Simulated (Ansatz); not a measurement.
Frontier orbitals of `N[Si](O)(F)Cl`.

Z-matrix (Å, degrees):
```
Si
O 1 1.622
F 1 1.583 2 103.4
N 1 1.687 2 111.9 3 124.3
Cl 1 2.038 2 113.3 3 -115.0
H 2 0.958 1 117.0 3 -178.2
H 4 1.006 1 120.7 2 156.7
H 4 1.007 1 120.9 2 -52.9
```

Charge 0, multiplicity 1. Geometry: relaxed with PBE0-D4/def2-TZVP. It is one conformer, not always the lowest. Basis def2-TZVPP, Ansatz.

```
functional  HOMO (eV)  LUMO (eV)  gap (eV)
       PBE      -6.79      -0.43      6.36
    revPBE      -6.72      -0.34      6.38
      PBE0      -8.35       0.45      8.80
     BHLYP      -9.79       1.08     10.87
   LC-ωPBE     -11.29       2.58     13.87
   ωB97X-V     -10.87       2.36     13.23
   ωB97M-V     -10.76       1.90     12.66
        HF     -12.10       3.14     15.24
```

From PBE to PBE0 the HOMO moves by −1.55 eV and the LUMO by +0.88 eV, and with ωB97M-V by −3.96 and +2.33 eV, so the gap grows from 6.37 to 12.66 eV with exact exchange. A positive LUMO is unbound and depends on the basis.

LC-ωPBE has ω = 0.4 bohr⁻¹.
